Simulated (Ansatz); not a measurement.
H2S, charge +1, doublet, at a GFN2-xTB geometry (a state made from the parent by changing its charge; the spin is typed, not shown lowest); WB97X/aug-cc-pVDZ run with Ansatz (an electronic-structure program).

The Ansatz input:
Ansatz 0.2 input:
```yaml
crystal:
  periodic: [false, false, false]
  atoms:
    - {symbol: S, position_ang: [-0.00036152, -0.00213359, 0.10390253]}
    - {symbol: H, position_ang: [-0.03847239, 1.00861520, -0.81100328]}
    - {symbol: H, position_ang: [0.04425671, -0.97447779, -0.85143727]}
basis:
  gaussian:
    orbitals: aug-cc-pVDZ
hamiltonian:
  xc: {name: wB97X}
total_charge: 1
magnetization: {spin_polarized: true, initial_magnetization: 1}
accuracy: high
```

Q: Predict the main parts of the log of this Ansatz run.

A: 
```
Functional definition: wB97X
850 factors; integrals over basis functions are off by at most 3.9e-9 eV
254 factors; integrals over basis functions are off by at most 2.5e-9 eV
mean field evaluation 1: about -10857.0032 eV, gradient 9.3e0 eV
mean field evaluation 2: about -10857.4544 eV, gradient 3.6e0 eV
mean field evaluation 4: about -10857.5190 eV, gradient 5.0e-1 eV
mean field evaluation 8: about -10857.5376 eV, gradient 3.0e-2 eV
mean field evaluation 16: about -10857.5376 eV, gradient 1.4e-5 eV
mean field -10857.53761985 eV, -399.0071480262 hartree, gradient 3.3e-8 eV, S^2 0.753996; 0 other end points of the search recorded, 0 dependent functions left out
reference -10857.53761427 eV, -399.0071478210 hartree; 9, 8 occupied and 36, 37 virtual orbitals, 850 factors
Total energy: -10857.53761427 eV, -399.0071478210 hartree
```
